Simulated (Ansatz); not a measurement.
Dissociation curve of SeBe, lowest singlet found (which spin is the ground state isn't settled by this scan).

- RCCSD(T) = CCSD(T) on RHF/cc-pVDZ, cores with 3d frozen (Ansatz, a program for electronic structure)
- RKS-B3LYP = restricted B3LYP/cc-pVDZ run with Ansatz
- RKS-BLYP = restricted BLYP/cc-pVDZ run with Ansatz
- RKS-PBE = restricted PBE/cc-pVDZ in Ansatz
- RCCSDT(Q) = CCSDT(Q) on RHF/cc-pVDZ, cores with 3d frozen (Ansatz)
- UKS-B3LYP = unrestricted B3LYP/cc-pVDZ run with Ansatz
- UKS-BLYP = unrestricted BLYP/cc-pVDZ in Ansatz
- UKS-PBE = unrestricted PBE/cc-pVDZ run with Ansatz
- FCI = full CI/cc-pVDZ, cores with 3d frozen run with Ansatz

Cost and accuracy over the 9 points of the scan, with FCI as yardstick. Costs are rough ratios of core time within Ansatz on shared cores, each with its mean field (Kohn-Sham runs search longer for lower solutions than correlated ones do); the miss is the largest error against full CI of the curve after the mean shift, in kcal/mol.

```
level      relative cost  largest error
---------  -------------  -------------
RCCSD(T)               1            0.4
RKS-B3LYP              2            6.6
RKS-BLYP               2            3.7
RKS-PBE                2            4.4
RCCSDT(Q)              3            0.2
UKS-B3LYP              6            6.0
UKS-BLYP               7            3.2
UKS-PBE                7            4.0
```

Costs within a factor of two of each other count as equal.

The scan ran from 1.54 to 7.36 Å; beyond the distances shown full CI changes its symmetry label. The T1 diagnostic of CCSD on the restricted reference of RCCSD(T), RCCSDT(Q) exceeds 0.045 at 2.24 Å. The restricted form behind RKS-B3LYP, RKS-BLYP, RKS-PBE keeps the bonding electrons paired and can't separate into open-shell fragments. The unrestricted determinant behind UKS-B3LYP is spin-contaminated at 2.03 to 2.24 Å (<S²> up to 0.8, against 0.00 for a pure singlet). The unrestricted determinant behind UKS-BLYP, UKS-PBE is spin-contaminated at 1.97 to 2.24 Å (<S²> up to 0.6, against 0.00 for a pure singlet). Also computed but left out beside FCI, since their determinant holds another spin at the minimum (<S²> over 0.7 above the pure value): UHF, UMP2/6-31G*.
